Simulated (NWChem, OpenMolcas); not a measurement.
Worked example: vertical energy of the quartet above the doublet of InCl2O (SMILES [O][In]([Cl])[Cl])

The species is InCl2O (4 atoms), meant as a doublet with charge 0. SMILES: `[O][In]([Cl])[Cl]`. Geometry: relaxed at PBE0-D4/def2-TZVP.

Both states at this one shape; open shells run unrestricted unless said. 1 Eh = 27.2114 eV.

| level | program | doublet InCl2O (Eh) | quartet InCl2O (Eh) |
| --- | --- | --- | --- |
| UHF/3-21G | NWChem | -6703.887744 | -6703.753304 |
| UPBE/def2-SVPD (core potential) | OpenMolcas | -1184.994089 | -1184.845573 |
| UTPSS/def2-SVPD (core potential) | OpenMolcas | -1185.422877 | -1185.269690 |
| UPBE0/def2-SVPD (core potential) | NWChem | -1185.067462 | -1184.899653 |

Q: Work out the vertical gap, second state less first, at each level.

A: 
1. UHF/3-21G: -6703.753304 − (-6703.887744) = 0.134440 Eh = 3.66 eV.
2. UPBE/def2-SVPD (core potential): -1184.845573 − (-1184.994089) = 0.148516 Eh = 4.04 eV.
3. UTPSS/def2-SVPD (core potential): -1185.269690 − (-1185.422877) = 0.153187 Eh = 4.17 eV.
4. UPBE0/def2-SVPD (core potential): -1184.899653 − (-1185.067462) = 0.167809 Eh = 4.57 eV.

No measured value is set beside it here; the levels span 3.66 to 4.57 eV. Hartree–Fock favours the state with fewer electron pairs, since it lacks pair correlation. Spin-orbit coupling is left out. All-electron rows are non-relativistic unless named. The second state's dipole differs much between rows, so they may not all be the same state.
